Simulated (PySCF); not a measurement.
Input and output

Ce(SH)3 (singlet in the valence; each metal's 4f electrons, 1 of them, lie in its core potential, out of spins and levels). PySCF 2.14.0, RKS BLYP, Ce lcecp-1-SVP with ECP47, S def2-SVP, H def2-SVP; non-relativistic Hamiltonian with scalar-relativistic core potentials where named; density fitting; no spin-orbit coupling. Purpose: level BLYP.

```python
mol = gto.M(atom='''
Ce     0.00000     0.00000     0.59568
S      2.63986     0.40507     1.00487
H      2.92188    -0.92626     1.14040
S     -1.67073     2.08366     1.00487
H     -0.65878     2.99355     1.14040
S     -0.96913    -2.48872     1.00487
H     -2.26310    -2.06729     1.14040''',
    basis={'Ce': 'lcecp-1-SVP', 'S': 'def2-SVP', 'H': 'def2-SVP'},
    ecp={'Ce': 'lcecp-1-SVP'},
    charge=0, spin=0)
mf = dft.RKS(mol, xc='BLYP')
mf.grids.atom_grid = (75, 302)  # f atoms: unpruned, at least (60, 302)
mf = mf.density_fit()  # fitting sets: Ce AutoAux, S def2-universal-JKFIT, H def2-universal-JKFIT
mf.conv_tol = 1e-08; mf.max_cycle = 55
mf.kernel(dm0)  # dm0: converged density of the relaxed state
mf.nuc_grad_method().kernel()
```

Run from Python with OMP_NUM_THREADS=2; the lines above give its settings. Where DIIS fails, smearing, a level shift and second-order steps follow.
It took 5.9 s on 2 threads of Arm Neoverse V1, with other jobs on the host, from an already converged density.

Question: Where do the frontier levels lie, over both spins?

Answer: HOMO -5.84 eV, LUMO -2.98 eV. The 4f levels lie in the core potential and are missing.

Question: What does the SCF print?

Answer: 
```
init E= -1228.34781037476
cycle= 1 E= -1228.34859508339  delta_E= -0.000785  |g|= 0.0177  |ddm|= 0.153
cycle= 2 E= -1228.34807096507  delta_E= 0.000524  |g|= 0.0396  |ddm|= 0.0876
cycle= 3 E= -1228.3487166492  delta_E= -0.000646  |g|= 0.00518  |ddm|= 0.0678
cycle= 4 E= -1228.34872738131  delta_E= -1.07e-05  |g|= 0.00104  |ddm|= 0.00871
cycle= 5 E= -1228.34872773621  delta_E= -3.55e-07  |g|= 0.000167  |ddm|= 0.00154
cycle= 6 E= -1228.34872774643  delta_E= -1.02e-08  |g|= 3.02e-05  |ddm|= 0.000289
cycle= 7 E= -1228.34872774671  delta_E= -2.86e-10  |g|= 3.4e-06  |ddm|= 3.91e-05
Extra cycle  E= -1228.34872774671  delta_E= 7.96e-12  |g|= 5.24e-06  |ddm|= 1.4e-05
converged SCF energy = -1228.34872774671
```

Question: What are the Mulliken charges and spins?

Answer: 
```
atom  charge (e)  spin (e)
 Ce1       0.674     0.000
  S2      -0.300     0.000
  H3       0.075     0.000
  S4      -0.300     0.000
  H5       0.075     0.000
  S6      -0.300     0.000
  H7       0.075     0.000
```
The spin of the 4f electrons in the core isn't counted.

Question: What forces act on the atoms (eV/Å)?

Answer: 
```
Ce   0.01  0.00 -0.09
S    0.19  0.05  0.03
H    0.01 -0.02  0.00
S   -0.14  0.14  0.03
H    0.01  0.02  0.00
S   -0.06 -0.19  0.03
H   -0.02  0.00  0.00
```
Forces carry noise of the integration grid, about 0.01 to 0.03 eV/Å.

The geometry was relaxed with BP86 (Ce lcecp-1-SVP with ECP47, S def2-SVP, H def2-SVP).

An lcecp potential fixes the number of 4f electrons, so in runs with it no electron can move into or out of that shell.
